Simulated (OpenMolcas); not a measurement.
**d3 ions of charge +3 down a group on the Y site of Cs2NaYCl6**

| Item | Value |
| --- | --- |
| Program | OpenMolcas 26.06 |
| Method | SS-CASPT2, IPEA 0.25 Eh, imaginary shift 0.1 Eh |
| Spin-orbit coupling | RASSI with atomic mean-field integrals over the reference wave functions |

The d shell is active; CASPT2 correlates the ligand valence shells and the outer metal core. Each dopant is a cluster with its nearest anions in model potentials and point charges, with no relaxation. Distances were set from a Shannon-type radius of the metal (high-spin where two are listed) plus a fixed donor radius (Cl 1.76 Å), in hosts weighted 0.65 to 0.35 with the host's distance in the model lattice. Ligand basis ANO-RCC-VDZP, DKH2 Hamiltonian. States (labels of O, the rotations of Oh). Energies in cm-1 above the lowest state or level, χT in cm3 K/mol; 10Dq and B are least-squares fits to the states below 45000 cm-1, weighted by degeneracy, with a free offset, and given where the rms deviation is under 5 % of |10Dq| (or 100 cm-1) and under 700 cm-1. Spin-only χT is S(S+1) / 2 for the spin of the ground state.

| Ion | Shell | R (Å) | Metal basis | Ground state | First state of that spin | 10Dq | B (rms of fit) | First gap with spin-orbit (degeneracies) | χT at 300 K | First state of another spin | Spin-only χT |
| --- | --- | --- | --- | --- | --- | --- | --- | --- | --- | --- | --- |
| Cr3+ | 3d3 | 2.461 | ANO-RCC-VTZP | 4A2 | 4T2 11960 |  |  | 11850 (4, 2) | 1.829 | 2E 12890 | 1.875 |
| Mo3+ | 4d3 | 2.509 | ANO-RCC-VTZP | 4A2 | 4T2 19570 | 19121 | 487 (393) | 9210 (4, 4) | 1.759 | 2E 9260 | 1.875 |

χT departs most from the spin-only value for Mo3+, by -0.116 cm3 K/mol.

Roots that are degenerate in the reference are averaged as groups; the widest CASPT2 spread within a group is 660 cm-1 (the 3-fold group of multiplicity 2 near 51200 cm-1 above the lowest state of its run, Mo3+). Shifts and gaps below about the spread of the groups concerned are not significant. Over all roots computed the reference weight is 0.65 to 0.67 in Cr3+, 0.66 to 0.67 in Mo3+; a low but even weight reflects the number of correlated electrons. Ligand-to-metal charge-transfer states are missing. With no ligand orbital active B as a rule stays too high, so bands that hang on it stand too high and its fall with covalency is understated. With one d shell and no ligand orbital active, 10Dq can be off by a tenth or more. These CASPT2 states fit no ligand-field parameters well, so their order and spin gaps are uncertain (holds for Cr3+). The least metal-like active orbital is 80 % on the metal (Löwdin) and no ligand orbital is active, so the numbers are rough (holds for Mo3+). No measured value stands beside these numbers; the geometry was set by hand and not optimised.
